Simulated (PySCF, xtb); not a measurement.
CH₅BrInN, SMILES [CH3][In]([Br])[NH2]. Other conformers were not sampled.

Harmonic wavenumbers (cm⁻¹) from GFN2-xTB (xtb) at its own minimum, in rising order: 35, 73, 92, 96, 171, 230, 398, 457, 562, 611, 644, 672, 1184, 1413, 1420, 1468, 2992, 3004, 3012, 3360, 3396.

Task: What does PySCF 2.14.0 with B3LYP-D3(BJ)/def2-SVP give at its own minimum? (The exact figures need the calculation; the answer reports its results.)

Result: 30, 88, 111, 112, 234, 285, 340, 495, 608, 711, 725, 761, 1184, 1430, 1432, 1509, 3052, 3163, 3168, 3537, 3643. Paired by order, the mean absolute difference is 69 cm⁻¹ and the zero-point energies are 36.1 and 38.1 kcal/mol.
